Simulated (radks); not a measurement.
Problem. Numerical settings for the hafnium ion Hf2+, [Xe] 4f14 5d2. Method: Dirac Kohn-Sham, PBE, spin-unpolarised, spherical densities, finite nucleus; open shells are shared between the two j in proportion to 2j + 1; Fermi nuclear charge, rms radius 5.347 fm; computed with a radial shooting solver on a logarithmic mesh with Libxc functionals. The defaults (mesh step 0.008 in ln r, mesh end at 40 bohr or more with all orbitals vanishing there, Anderson mixing 0.5 over 9 steps, residual threshold near 1e-9 with the energy settled to 1e-9 hartree or 1e-11 of itself, here a cap of 98 iterations) give E = -15094.7970 hartree and 5d5/2 at -16.468 eV in 16 iterations. Run on one thread of a shared host, so times are rough (Arm Neoverse N1): 0.24 s of CPU time, 0.24 s wall, 16 iterations on 2254 mesh points. One setting is changed at a time: mesh step in ln r 0.2; mesh step in ln r 0.12; mesh step in ln r 0.003; mesh end (bohr) 8; mesh end (bohr) 20; residual threshold 1e-16; residual threshold 0.1; mixing 0.05; linear mixing, mixing 1; linear mixing, mixing 0.2; mixing history 3; iteration cap 8. Which runs fail to converge, and which converge to a wrong energy?

Solution. Not converged within the cap: mesh step in ln r 0.2; mesh step in ln r 0.12; residual threshold 1e-16; linear mixing, mixing 1; iteration cap 8. No run marked as converged misses the energy by more than 1 mhartree.
